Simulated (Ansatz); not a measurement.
Species: sum formula LaClF2, net charge 0, singlet state. 
Coordinates optimised at B3LYP-D3(BJ)/def2-TZVP (Ansatz, a quantum-chemistry and plane-wave program):
SMILES: [F][La]([F])[Cl]
```xyz
4

La     0.0357    -0.3086     0.0825
F      2.1314    -0.7822     0.0670
F     -0.9472    -0.6309     1.9657
Cl    -0.7467     1.7828    -1.3529
```
Charge 0, spin multiplicity 1.

Dipole moments at this geometry, in debye (magnitudes).

```json
[
 {"level": "PBE/def2-TZVPD", "program": "Ansatz", "dipole (D)": "3.61"},
 {"level": "revPBE/def2-TZVPD", "program": "Ansatz", "dipole (D)": "3.63"},
 {"level": "r2SCAN/def2-TZVPD", "program": "Ansatz", "dipole (D)": "3.73"},
 {"level": "r2SCANh/def2-TZVPD", "program": "Ansatz", "dipole (D)": "3.77"},
 {"level": "r2SCAN0/def2-TZVPD", "program": "Ansatz", "dipole (D)": "3.82"},
 {"level": "HSE06/def2-TZVPD", "program": "Ansatz", "dipole (D)": "3.75"},
 {"level": "LC-wPBE/def2-TZVPD", "program": "Ansatz", "dipole (D)": "3.93"},
 {"level": "wB97M-V/def2-TZVPD", "program": "Ansatz", "dipole (D)": "3.86"},
 {"level": "wB97X-V/def2-TZVPD", "program": "Ansatz", "dipole (D)": "3.90"},
 {"level": "CCSD(T)/def2-SVPD", "program": "Ansatz", "dipole (D)": "4.01"}
]
```
